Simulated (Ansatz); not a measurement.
Reaction (SMILES): [C](F)F (closed-shell singlet) → C atom + 2 F atom
B3LYP-D3(BJ)/def2-TZVP geometries, fixed; electronic energies without zero-point terms.

Basis-set convergence of the atomisation energy at HF with Ansatz (a program for electronic structure). Cartesian d functions, on some or all atoms, in 6-31G**, 6-31+G*; all else is spherical. A restricted Hartree-Fock determinant is unstable towards unrestricted orbitals. Open shells are unrestricted. No added dispersion term, no relativity. Functions are those of the species that has most. Reference: the value in aug-pcseg-3, 159.37 kcal/mol, itself unsure by roughly 0.71 kcal/mol (its mean distance from aug-cc-pVQZ, cc-pV5Z, def2-QZVPPD). Deviations are taken from unrounded values.

```tsv
basis	functions	atomisation energy (kcal/mol)	minus reference (kcal/mol)
3-21G	27	127.43	-31.94
6-31G	27	107.50	-51.86
pcseg-0	27	119.39	-39.98
6-31G**	45	156.28	-3.08
6-31+G*	57	153.02	-6.35
def2-SVPD	66	159.40	0.03
cc-pVTZ	90	157.90	-1.47
def2-TZVPP	93	157.85	-1.52
6-311++G(3df,3pd)	117	160.55	1.18
def2-TZVPPD	117	157.90	-1.47
aug-cc-pVTZ	138	158.38	-0.98
def2-QZVPP	171	158.47	-0.90
def2-QZVPPD	195	158.55	-0.82
```
